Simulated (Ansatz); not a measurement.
`[SiH3][SiH2][SiH2][GeH3]` + H₂O → `O[SiH2][SiH2][GeH3]` + SiH₄  (formal hydrolysis of the Si–Si bond)

Calculated with Ansatz (gas phase, PBE0-D4/def2-TZVP geometries, no zero-point term in ΔE). CCSD(T)/CBS is the MP2 limit (def2-TZVPP, def2-QZVPP) plus CCSD(T) − MP2 in def2-TZVPP, frozen cores. This one scheme is used for every species. DFT in def2-TZVPP. B3LYP here is the variant with VWN-RPA as its local correlation; programs differ in this. For Ge outer-core shells are correlated without core-valence functions, which leaves a few kJ/mol of doubt a bond. Scalar relativity is left out up to krypton. One conformer a species, not always the lowest.

```
             level  ΔE (eV)
            r2SCAN    -0.70
             B3LYP    -0.83
     HF/def2-TZVPP    -1.04
    MP2/def2-TZVPP    -0.77
SCS-MP2/def2-TZVPP    -0.85
    MP2/def2-QZVPP    -0.76
SCS-MP2/def2-QZVPP    -0.83
      HF/CBS(def2)    -1.05
```

Question: What does CCSD(T)/CBS give? (Estimate.)

Answer: Computed: -0.69 eV. The listed levels differ from it by -0.01, -0.14, -0.35, -0.08, -0.16, -0.07, -0.14, -0.36 eV.

Largest T1 diagnostic among the species: 0.013.

The D4 term adds +0.09 eV with B3LYP and +0.05 eV with PBE0; it sums over pairs of atoms, weighted by their polarisabilities, and B3LYP, whose exchange is more repulsive, gets the larger term. In def2-TZVPP, CCSD(T) changes the Hartree–Fock value by +0.32 eV (the triples alone add +0.04 eV) and MP2 by +0.27 eV.
